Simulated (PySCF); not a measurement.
## Spin states of ZnO⁺

Unrestricted PBE0; Zn pcseg-1, O pcseg-1; no relativity (PySCF 2.14). Outer shells of the fragments: Zn+ 3d10 4s1; O 2s2 2p4.

Followed along the bond (rough minima from three points):

| 2Ms+1 | unpaired | ⟨S²⟩ at the start | R at minimum (Å) | Te (eV) |
| --- | --- | --- | --- | --- |
| 2 | π ↑ | 0.81 | 1.82 | 0.00 |
| 4 | σ ↑, π ↑↑ | 3.76 | none in the scan | ≤ 1.10 |
| 2 | σ ↓, π ↑↑ | 1.75 | none in the scan | ≤ 1.26 |

Solutions found at the starting distance of 1.890 Å, counted from the lowest of them; the search is not exhaustive and high or unbound solutions are not listed, so other states can lie among these:

```json
{"2Ms+1": "2", "unpaired": "π ↑", "term": "²Π", "E (eV)": "0.00", "⟨S²⟩": "0.81", "⟨Lz²⟩": "1.01", "μ (D)": "-4.71"}
{"2Ms+1": "4", "unpaired": "σ ↑, π ↑↑", "term": "⁴Σ⁻", "E (eV)": "1.44", "⟨S²⟩": "3.76", "⟨Lz²⟩": "0.00", "μ (D)": "0.68"}
{"2Ms+1": "2", "unpaired": "σ ↓, π ↑↑", "term": "mixed", "E (eV)": "1.61", "⟨S²⟩": "1.75", "⟨Lz²⟩": "0.00", "μ (D)": "0.69"}
{"2Ms+1": "2", "unpaired": "σ ↑, π ↑↓", "term": "mixed", "E (eV)": "2.30", "⟨S²⟩": "1.75", "⟨Lz²⟩": "2.01", "μ (D)": "0.64"}
{"2Ms+1": "2", "unpaired": "σ ↑", "term": "²Σ⁺", "E (eV)": "2.31", "⟨S²⟩": "0.75", "⟨Lz²⟩": "0.00", "μ (D)": "-6.01"}
{"2Ms+1": "4", "unpaired": "σ ↑↑, π ↑", "term": "⁴Π", "E (eV)": "2.49", "⟨S²⟩": "3.75", "⟨Lz²⟩": "1.00", "μ (D)": "0.20"}
{"2Ms+1": "2", "unpaired": "σ ↑", "term": "mixed", "E (eV)": "4.44", "⟨S²⟩": "0.75", "⟨Lz²⟩": "2.00", "μ (D)": "0.47"}
{"2Ms+1": "4", "unpaired": "π ↑↑↑", "term": "⁴Π", "E (eV)": "7.29", "⟨S²⟩": "3.76", "⟨Lz²⟩": "1.00", "μ (D)": "-0.41"}
{"2Ms+1": "4", "unpaired": "σ ↑, π ↑↑", "term": "mixed", "E (eV)": "8.30", "⟨S²⟩": "3.76", "⟨Lz²⟩": "2.01", "μ (D)": "-0.84"}
{"2Ms+1": "4", "unpaired": "σ ↑, π ↑↑", "term": "mixed", "E (eV)": "8.46", "⟨S²⟩": "3.76", "⟨Lz²⟩": "2.01", "μ (D)": "-0.84"}
```

A term symbol is given only where ⟨S²⟩ and ⟨Lz²⟩ are close to those of a pure state; real π, δ and φ orbitals otherwise mix terms. A positive dipole points towards O; it is taken about the centre of mass and depends on that origin.

Counting both spins, an empty level lies below a filled one in some of these solutions, because spin and occupation are held.
